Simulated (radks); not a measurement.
The nuclear charge of the indium ion In2+ is varied continuously with 47 electrons held in [Kr] 4d10 5s1. Calculated with a radial shooting solver on a logarithmic mesh with Libxc functionals: Dirac Kohn-Sham, PBE, spin-unpolarised, spherical densities, point nucleus. By the Hellmann-Feynman theorem dE/dZ = E(electron-nucleus)/Z, the electronic potential at the nucleus.

| Z | E (hartree) | E(electron-nucleus)/Z (hartree) | HOMO | e(HOMO) (eV) | <r> HOMO (bohr) |
|---|---|---|---|---|---|
| 48.5 | -5737.98184 | -286.615 | 5s1/2 | -18.140 | 2.481 |
| 48.6 | -5766.68419 | -287.432 | 5s1/2 | -19.211 | 2.451 |
| 48.7 | -5795.46817 | -288.248 | 5s1/2 | -20.300 | 2.422 |
| 48.8 | -5824.33381 | -289.065 | 5s1/2 | -21.405 | 2.394 |
| 48.9 | -5853.28112 | -289.881 | 5s1/2 | -22.528 | 2.368 |
| 49 | -5882.31012 | -290.698 | 5s1/2 | -23.668 | 2.342 |
| 49.1 | -5911.42081 | -291.515 | 5s1/2 | -24.824 | 2.316 |
| 49.2 | -5940.61322 | -292.333 | 5s1/2 | -25.997 | 2.292 |
| 49.3 | -5969.88737 | -293.150 | 5s1/2 | -27.186 | 2.269 |
| 49.4 | -5999.24328 | -293.968 | 5s1/2 | -28.391 | 2.246 |
| 49.5 | -6028.68097 | -294.786 | 5s1/2 | -29.612 | 2.224 |
| 49.6 | -6058.20046 | -295.604 | 5s1/2 | -30.849 | 2.202 |
| 49.7 | -6087.80178 | -296.422 | 5s1/2 | -32.102 | 2.181 |
| 49.8 | -6117.48495 | -297.241 | 5s1/2 | -33.370 | 2.161 |
| 49.9 | -6147.25000 | -298.060 | 5s1/2 | -34.654 | 2.141 |
| 50 | -6177.09694 | -298.879 | 5s1/2 | -35.953 | 2.121 |

The central difference of E at Z = 49 is -290.698 hartree, to compare with the third column; the second derivative is -8.17 hartree.
